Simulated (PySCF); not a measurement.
## Removal energies of Eu⁵³⁺ from EOM-IP-GCCSD

Reference: closed-shell Eu⁵³⁺, [Ne]; one electron is removed. Calculated with PySCF 2.14, two-component X2C-1e with screened spin-orbit coupling, an even-tempered Gaussian basis (17 s from 8 bohr⁻², ratio 2.6; 13 p from 10 bohr⁻², ratio 2.6; 6 d from 11 bohr⁻², ratio 2.8; 3 f from 230 bohr⁻², ratio 2.8); frozen 1s2; the 48 highest virtual spinors dropped; of the others 44 kept and the rest restored at second order. No Breit or QED terms. Binding energies in eV.

| level | Koopmans | second order | EOM-CCSD |
| --- | --- | --- | --- |
| 2s1/2 | 11944.5 | 11941.3 | 11941.3 |
| 2p1/2 | 11569.4 | 11566.9 | 11567.0 |
| 2p3/2 | 10892.5 | 10890.7 | 10890.7 |

For comparison, the ionisation energy of Eu⁵³⁺ is 10880 ± 5 eV (theoretical estimate listed by NIST; NIST Atomic Spectra Database, ionization energies).
